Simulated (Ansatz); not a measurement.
The same path of C2H8BrNSi (13 atoms, charge 0, multiplicity 1) was run twice with different band settings. The coordinate that changes most is the height of N5 over the plane of its neighbours.

These are results of RKS PBE-D4/def2-SVP (Ansatz 0.2.0), not measurements.

Relaxed end points:

```xyz
13
Properties=species:S:1:pos:R:3
C -1.779 -0.173 0.586
Si 0.061 -0.192 0.953
Br 0.576 -1.987 2.232
C 1.075 -0.268 -0.652
N 0.805 0.989 -1.360
H -1.970 0.627 -0.158
H -2.379 0.024 1.497
H -2.102 -1.142 0.155
H 0.470 1.028 1.737
H 2.147 -0.517 -0.456
H 0.665 -1.117 -1.242
H 1.109 0.938 -2.340
H 1.341 1.756 -0.936
```

```xyz
13
Properties=species:S:1:pos:R:3
C -1.736 -0.066 0.386
Si 0.066 -0.203 0.923
Br 0.265 -1.960 2.339
C 1.228 -0.370 -0.575
N 1.179 0.815 -1.445
H -1.868 0.777 -0.324
H -2.392 0.118 1.259
H -2.072 -1.000 -0.108
H 0.463 1.036 1.686
H 2.271 -0.534 -0.229
H 0.970 -1.275 -1.166
H 0.230 0.962 -1.813
H 1.416 1.666 -0.918
```

Common settings: movable images 5; climbing image yes; spring 5.0 eV/Å²; optimiser quadratic models (default); start path IDPP; force threshold 0.03 eV/Å; end points relaxed.

| run | iteration limit |
| --- | --- |
| 1 | 60 |
| 2 | 6 |

Q: What does each run give, and how far can it be trusted?

A: Run 1: converged after 5 iterations, highest image 0.169 eV above the first end. A vibrational analysis at the climbing image gives one clearly imaginary mode, 604i cm⁻¹: a first-order saddle point.
Run 2: converged after 5 iterations, highest image 0.169 eV above the first end. Another band between the same ends (5 images) ends at a top of the same energy, where a vibrational analysis finds 1 clearly imaginary mode.
